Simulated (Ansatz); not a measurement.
Input and output for C3H7BCl2O (`CC(C)OB(Cl)Cl`).

```yaml
crystal:
  periodic: [false, false, false]
  atoms:
    - {symbol: C, position_ang: [-0.118823, 0.079487, 1.365308]}
    - {symbol: C, position_ang: [-0.183027, -0.504941, 0.045314]}
    - {symbol: C, position_ang: [1.447766, -1.305237, -0.273708]}
    - {symbol: O, position_ang: [0.207518, 0.673424, -0.679110]}
    - {symbol: B, position_ang: [-0.820299, 1.506951, -1.426802]}
    - {symbol: Cl, position_ang: [-2.532511, 0.821234, -1.235835]}
    - {symbol: Cl, position_ang: [-0.454297, 2.940117, -2.587131]}
    - {symbol: H, position_ang: [-0.330001, -0.499316, 2.041277]}
    - {symbol: H, position_ang: [0.773413, 0.629468, 1.658538]}
    - {symbol: H, position_ang: [-0.908213, 0.869190, 1.951975]}
    - {symbol: H, position_ang: [-1.050712, -1.141609, -0.392354]}
    - {symbol: H, position_ang: [0.986223, -2.296927, 0.611557]}
    - {symbol: H, position_ang: [2.118231, -1.243473, -0.028692]}
    - {symbol: H, position_ang: [0.942318, -1.584038, -0.998405]}
basis:
  gaussian: {orbitals: x2c-TZVPPall, point_charges: [{charge: -1.00, position_ang: [6.889, 0.367, -0.244]}]}
hamiltonian: {xc: {name: PBEsol}, dispersion: d3bj}
output: {forces: true}
```

```sh
$ ansatz run in.yaml --threads 4 --pin off --events-out ev --progress --plain --max-ram 11315MiB
```

Output, abridged:

```
Functional definition: PBEsol
1868 factors; their error is unknown
mean field evaluation 1: about -30966.3473 eV, gradient 1.0e2 eV
mean field evaluation 2: about -30828.3359 eV, gradient 2.3e2 eV
mean field evaluation 4: about -30986.8210 eV, gradient 3.1e1 eV
mean field evaluation 8: about -30988.8749 eV, gradient 5.5e-1 eV
mean field evaluation 16: about -30988.8481 eV, gradient 3.2e-3 eV
mean field -30988.84805500 eV, -1138.8191610257 hartree, gradient 2.5e-5 eV, S^2 0.000000; 0 other end points of the search recorded, 0 dependent functions left out
reference -30988.84810275 eV, -1138.8191627802 hartree; 36, 36 occupied and 301, 301 virtual orbitals, 1868 factors
Total energy: -30988.99913752 eV, -1138.8247132058 hartree
Relativity: scalar
Atom 0 at    -0.118823     0.079487     1.365308 Å, force    -0.918589     7.118426    -1.580386 eV/Å
Atom 1 at    -0.183027    -0.504941     0.045314 Å, force     3.921375     1.682795    -0.724203 eV/Å
Atom 2 at     1.447766    -1.305237    -0.273708 Å, force   -42.289196    -5.922965    -3.871432 eV/Å
Atom 3 at     0.207518     0.673424    -0.679110 Å, force    -3.590063     3.782850    -4.806737 eV/Å
Atom 4 at    -0.820299     1.506951    -1.426802 Å, force     1.691226    -2.140825     1.086063 eV/Å
Atom 5 at    -2.532511     0.821234    -1.235835 Å, force     1.209198     1.019640    -0.456891 eV/Å
Atom 6 at    -0.454297     2.940117    -2.587131 Å, force    -0.399459    -2.064428     1.841306 eV/Å
Atom 7 at    -0.330001    -0.499316     2.041277 Å, force    -1.364905    -7.536814     7.537384 eV/Å
Atom 8 at     0.773413     0.629468     1.658538 Å, force     0.679403    -0.287113    -0.647153 eV/Å
Atom 9 at    -0.908213     0.869190     1.951975 Å, force     0.728878    -0.938394    -2.711310 eV/Å
Atom 10 at    -1.050712    -1.141609    -0.392354 Å, force     1.356377     0.944529     0.798824 eV/Å
Atom 11 at     0.986223    -2.296927     0.611557 Å, force     1.532177     1.950010    -2.382587 eV/Å
Atom 12 at     2.118231    -1.243473    -0.028692 Å, force    39.903248     5.637341    13.976542 eV/Å
Atom 13 at     0.942318    -1.584038    -0.998405 Å, force    -2.435814    -3.228346    -8.072788 eV/Å
Dipole moment:     0.234278    -0.275252     0.274773 e Å
```

It took 3 s on 4 threads of an Intel Xeon 6975P-C on a shared host, with 0.67 GiB of host memory at the peak.
